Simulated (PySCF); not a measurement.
Isomers of [C7H13]+ (charge +1). Theory: PBE0-D3(BJ)/def2-SVP geometry optimisation, gas phase in PySCF. Energies are electronic, without zero-point or thermal terms, for one conformer each. No frequencies were run at this level. Point groups hold within 0.08 Å.

Question: Rank from lowest to highest electronic energy at this level (kcal/mol).
A. `[CH3:1][C+:2]1[CH2:3][CH2:4][CH2:5][C@H:6]1[CH3:7]` (charge +1) with C1–C2–C3–C4 -173°, C2–C3–C4–C5 -28°, C3–C4–C5–C6 35°, C4–C5–C6–C7 -170°
B. `[CH3:1][C+:2]1[CH2:3][CH2:4][CH2:5][CH2:6][CH2:7]1` (charge +1) with C1–C2–C3–C4 157°, C2–C3–C4–C5 40°, C3–C4–C5–C6 -55°, C4–C5–C6–C7 56°

Answer: B (0.0), A (1.4).

Neighbours under 5.0 kcal/mol apart (C[C+]1CCCCC1 and C[C+]1CCC[C@H]1C) can change places with a better method, another conformer or zero-point energy.

```tsv
SMILES	E (Eh)	E rel (kcal/mol)	dipole about centre of mass (D)	point group	A, B, C (MHz)
C[C+]1CCCCC1	-273.78116	0.0	3.33	Cs	4319, 2252, 1606
C[C+]1CCC[C@H]1C	-273.77890	1.4	2.23	C1	3341, 2739, 1621
```
